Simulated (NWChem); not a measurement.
Molecule: pyrimidine (C4H4N2); SMILES n1cccnc1

All runs: NWChem. Pople sets run with spherical d functions. The geometry was optimised at PBE0/def2-SVP. Level PBE/6-31G*: single points from the atomic guess with DIIS by default; each run changes one setting, and all converged runs end within 0.3 mHa of each other. NWChem's automatic level shift, which a small gap switches on, acted in some of these runs.

Question: Which setting needs the most SCF iterations, or fails (core-Hamiltonian guess; level shift of 0.5 Ha throughout; DIIS on 20 Fock matrices; defaults; no DIIS, 40 % damping)?

Answer: no DIIS, 40 % damping, with 37 against 9 for the defaults.
| setting | SCF iterations |
|---|---|
| defaults | 9 |
| level shift of 0.5 Ha throughout | 14 |
| no DIIS, 40 % damping | 37 |
| DIIS on 20 Fock matrices | 8 |
| core-Hamiltonian guess | 14 |
